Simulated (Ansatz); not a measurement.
Frontier orbitals of CH$_{3}$BN$_{2}$S, SMILES `NB1N=CS1`.

Charge 0, multiplicity 1. Geometry: relaxed with PBE0-D4/def2-TZVP. It is one conformer, not always the lowest. Basis def2-TZVPP, Ansatz 0.2.0.

```json
{"functional": "r2SCAN0", "HOMO (eV)": "-7.07", "LUMO (eV)": "-1.12"}
```

(1) Give HOMO and LUMO (eV) with LDA (SPW92), PBE, revPBE, BLYP, r2SCAN, B97M-V, PBE0, B3LYP, r2SCANh, HSE06 (plane-wave form), BHLYP, CAM-B3LYP, LC-ωPBE, ωB97X-V, ωB97M-V, HF. (Best estimate.)

Results:

(1) Ansatz gave: 
```tsv
functional	HOMO	LUMO
LDA (SPW92)	-5.90	-2.50
PBE	-5.74	-2.23
revPBE	-5.68	-2.14
BLYP	-5.57	-2.07
r2SCAN	-5.99	-2.04
B97M-V	-6.03	-1.91
PBE0	-6.91	-1.23
B3LYP	-6.67	-1.44
r2SCANh	-6.42	-1.67
HSE06 (plane-wave form)	-6.51	-1.61
BHLYP	-7.93	-0.06
CAM-B3LYP	-8.21	-0.04
LC-ωPBE	-9.60	1.12
ωB97X-V	-9.22	1.07
ωB97M-V	-9.05	0.97
HF	-9.55	2.75
```

B3LYP here is the variant with VWN-RPA as its local correlation; programs differ in this. LC-ωPBE has ω = 0.4 bohr⁻¹. Positive LUMOs are unbound and depend on the basis.
